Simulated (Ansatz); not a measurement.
One change: `[OH][InH][Cl]` becomes `[OH][AlH][Cl]`.

Ansatz, PBE0-D4/def2-TZVP geometries, multiplicity 1. Each molecule was computed in one conformer, which needn't be the lowest.

Elements past krypton have def2 core potentials.

```
                                                                                  property  `[OH][InH][Cl]`
                                                        HOMO energy (PBE0/def2-TZVPP) / eV            -8.64
ideal-gas entropy at 298 K and 1 bar (rigid rotor, harmonic PBE0-D4/def2-TZVP) / J/(mol·K)              314
                                                     HOMO–LUMO gap (B3LYP/def2-TZVPP) / eV             6.57
                                        size of the dipole moment (ωB97M-V/def2-TZVPP) / D             1.44
                                                       LUMO energy (B3LYP/def2-TZVPP) / eV            -1.80
                                            zero-point energy (PBE0-D4/def2-TZVP) / kJ/mol             53.5
```

Question: What does the change do to each property? (Best estimate.)

Answer: Computed: 
```tsv
property	`[OH][AlH][Cl]`	shift
HOMO energy (PBE0/def2-TZVPP) / eV	-9.11	-0.47
ideal-gas entropy at 298 K and 1 bar (rigid rotor, harmonic PBE0-D4/def2-TZVP) / J/(mol·K)	289	-25
HOMO–LUMO gap (B3LYP/def2-TZVPP) / eV	7.86	1.29
size of the dipole moment (ωB97M-V/def2-TZVPP) / D	0.78	-0.66
LUMO energy (B3LYP/def2-TZVPP) / eV	-0.98	0.82
zero-point energy (PBE0-D4/def2-TZVP) / kJ/mol	58.1	4.6
```

With PBE0 the HOMO falls by 0.47 eV and the LUMO rises by 0.75 eV, so the gap widens by about 1.22 eV. PBE moves the HOMO by -0.50 eV and ωB97M-V by -0.46 eV. Dipoles are sizes alone; their direction can turn.

B3LYP here is the variant with VWN-RPA as its local correlation; programs differ in this.
